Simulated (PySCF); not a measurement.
PySCF input file for AlBr2, SMILES [Br][Al+][Br], charge +1, B3LYP/pcSseg-2. Geometry: PBE-D3(BJ)/def2-TZVP. The spin state was assumed, not searched. The isomer is the one that the SMILES or the coordinates give; other isomers of the formula were not compared.

```python
import numpy as np
from pyscf import gto, scf, dft
from pyscf.prop.nmr import rks as nmr

mol = gto.M(
    atom='''
    Al    0.00000000    0.00000000    0.00000000
    Br    0.00000000    0.00000000   -2.16490938
    Br    0.00000000    0.00000000    2.16490938
    ''',
    basis='pcSseg-2',
    charge=1,
    spin=0,
    max_memory=1600,
    verbose=3,
)
mf = dft.RKS(mol, xc='b3lyp').density_fit(auxbasis='def2-universal-jkfit')
mf.grids.level = 3
mf.conv_tol = 1e-10
mf.max_cycle = 100
mf.kernel()
n = nmr.NMR(mf)
n.verbose = 2
n.max_cycle_cphf = 60
sigma = n.kernel()
print('atom   isotropic/ppm   span/ppm')
for i, s in enumerate(sigma):
    w = np.linalg.eigvalsh((s + s.T) / 2)
    print(f'{mol.atom_symbol(i):2s}{i + 1:3d} {w.mean():14.3f} {w[2] - w[0]:11.3f}')
```

Output:

```
converged SCF energy = -5390.74487474932
atom   isotropic/ppm   span/ppm
Al  1        372.991     642.531
Br  2       2488.507     960.058
Br  3       2488.507     960.058
```

The run converged.
